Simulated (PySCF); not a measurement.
Ga(Et)(Vi)2, SMILES C=[CH][Ga]([CH]=C)[CH2]C (GFN2-xTB optimised geometry):

```
18

Ga    -0.410    -0.219     0.000
C     -1.394    -2.038    -0.003
C     -2.921    -1.927    -0.004
H     -1.068    -2.615     0.873
H     -1.069    -2.611    -0.882
H     -3.267    -1.389    -0.887
H     -3.268    -1.392     0.882
H     -3.387    -2.915    -0.005
C      1.628    -0.219     0.000
C      2.304    -1.363    -0.030
H      2.198     0.712     0.023
H      3.387    -1.420    -0.033
H      1.789    -2.317    -0.054
C     -1.249     1.639     0.000
C     -2.551     1.905     0.007
H     -0.561     2.490    -0.008
H     -2.947     2.915     0.006
H     -3.294     1.119     0.015
```

Method: PBE0/def2-SVP run with PySCF.

Problem. What are the frontier orbital energies and the dipole moment?

Solution. HOMO-2 -7.66 eV, HOMO-1 -7.37 eV, HOMO -7.16 eV, LUMO -1.41 eV, LUMO+1 0.61 eV; dipole moment 0.39 D.

Meta-Löwdin charges at PBE0/def2-SVP: Ga1 0.51, C2 -0.36, C3 -0.28, H4 0.10, H5 0.10, H6 0.09, H7 0.09, H8 0.10, C9 -0.29, C10 -0.19, H11 0.10, H12 0.10, H13 0.09, C14 -0.28, C15 -0.19, H16 0.10, H17 0.10, H18 0.10.
